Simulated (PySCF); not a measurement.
Fractional electron number in Mo⁻ (molybdenum, charge -1)

The 5s beta orbital of [Kr] 4d5 5s2 is emptied in steps (occupation f), with all orbitals relaxed, ending at [Kr] 4d5 5s1. All numbers are calculated (PySCF 2.14, a scalar-relativistic core potential, in def2-TZVPPD with the def2 core potential (28 electrons) (6s4p3d2f1g, 56 functions)). The exact energy is a straight line in f; departures are measured from the line between the end points of the same method.

Question: Among UHF, LDA, PBE, which shows the largest delocalisation error (convex curve), and which is closest to linear?

Answer: Most convex: LDA (-0.534 eV at f = 0.4); closest to linear: UHF (0.021 eV).

```tsv
f	UHF (eV)	LDA (eV)	PBE (eV)
1	0.000	0.000	0.000
0.8	0.015	-0.353	-0.321
0.6	0.021	-0.532	-0.482
0.4	0.021	-0.534	-0.481
0.2	0.013	-0.357	-0.316
0	0.000	0.000	0.000
```

```json
{"method": "UHF", "E(f=0) − E(f=1) (eV)": "-0.826", "−ε at f=1 (eV)": "-0.729", "−ε at f=0.4 (eV)": "-0.846"}
{"method": "LDA", "E(f=0) − E(f=1) (eV)": "0.595", "−ε at f=1 (eV)": "-1.602", "−ε at f=0.4 (eV)": "1.031"}
{"method": "PBE", "E(f=0) − E(f=1) (eV)": "0.241", "−ε at f=1 (eV)": "-1.760", "−ε at f=0.4 (eV)": "0.654"}
```

At f = 1 the orbital energy is positive for UHF, LDA, PBE: only the finite basis holds the electron.

Reference removal energy between the ground levels: 0.747 eV (measured; photodetachment measurements, as compiled on the Wikipedia data page of electron affinities). UHF lacks correlation.
